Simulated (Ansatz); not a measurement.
Ideal-gas functions of `[Br][Sb]([Br])[Br]` at 500 K and 1 bar, from an Ansatz frequency run at PBE0-D4/def2-TZVP.

Molar mass 361.47 g/mol, point group C3v (symmetry number 3), electronic degeneracy 1, moments of inertia 690.239, 690.242, 1143.676 u Å². Harmonic wavenumbers (cm⁻¹, unscaled): 76, 76, 100, 250, 250, 259.

Use S(trans) = R[1.5 ln M + 2.5 ln T − 1.1517]; rotational temperatures θ = 24.2544 K / I; S(rot) = R[ln(√π/σ · √(T³/θAθBθC)) + 1.5]; for each mode x = 1.438777 ν̃/T, S = R[x/(eˣ − 1) − ln(1 − e⁻ˣ)] and H = RT x/(eˣ − 1); 1 cm⁻¹ = 0.0119627 kJ/mol; R = 8.31446 J/(mol·K).

Question: By hand: the entropy, in J/(mol·K).

Answer: Translation 193.1. Rotation: θ = 0.0351, 0.0351, 0.0212 K, giving 129.5. Vibration, mode by mode: 20.97, 20.97, 18.70, 11.23, 11.23, 10.95, in all 94.0. Electronic 0.0. Sum 416.6 J/(mol·K).

Question: By hand: H − E and G − E in kJ/mol, counted from the electronic energy.

Answer: Zero-point energy ½ × 1011 × 0.0119627 = 6.0; thermal vibration 19.5; translation, rotation and pV give 4 RT = 16.6. H − E = 42.1 kJ/mol, and G − E = 42.1 − 500 × 416.6/1000 = -166.2 kJ/mol.

Vibration gives 23 % of the entropy, 60.6 J/(mol·K) of it from the modes under 150 cm⁻¹: soft modes count most, and the harmonic formula is weakest for them.
